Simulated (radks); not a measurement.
The numbers below are computed, except where a source is named.
Neutral magnesium inside a hard spherical wall (all orbitals vanish at R), configuration held at [Ne] 3s2 and not refilled when levels cross. Code: a radial shooting solver on a logarithmic mesh with Libxc functionals. Model: non-relativistic Kohn-Sham, r2SCAN, spin-polarised, spherical densities, point nucleus; meta-GGA in the generalised Kohn-Sham scheme. Eigenvalues in eV for spin up, with the zero of energy where the potential of the charges vanishes at infinity; a dash marks a level that is unbound or too diffuse for the functional's potential to be trusted. A positive occupied level is held by the wall or, in an anion where self-interaction has pushed it up, behind a barrier. The pressure on the wall is -dE/dV.

| R (bohr) | E (hartree) | kinetic (hartree) | e(1s) | e(2s) | e(2p) | e(3s) | e(3p, empty) | e(4s, empty) | pressure (GPa) |
|---|---|---|---|---|---|---|---|---|---|
| free | -200.04431 | 199.691 | -1266.4 | -82.713 | -48.171 | -4.811 | -1.173 | - | 0 |
| 20 | -200.04431 | 199.691 | -1266.4 | -82.713 | -48.171 | -4.811 | -1.173 | - | < 0.0001 |
| 15 | -200.04431 | 199.691 | -1266.4 | -82.713 | -48.171 | -4.811 | -1.171 | 1.472 | < 0.0001 |
| 12 | -200.04426 | 199.692 | -1266.4 | -82.707 | -48.164 | -4.807 | -1.154 | 1.920 | 0.000860 |
| 8 | -200.03988 | 199.725 | -1266.1 | -82.390 | -47.848 | -4.589 | -0.696 | 5.093 | 0.180 |
| 7 | -200.03105 | 199.777 | -1265.7 | -81.968 | -47.429 | -4.275 | -0.146 | 7.722 | 0.688 |
| 2.5 | -197.73100 | 206.048 | -1245.3 | -65.325 | -30.721 | 33.207 | 44.361 | 150.48 | 1300 |
| 1.5 | -185.25046 | 236.534 | -1184.7 | -26.749 | 10.813 | 188.89 | 191.03 | 552.58 | 35900 |
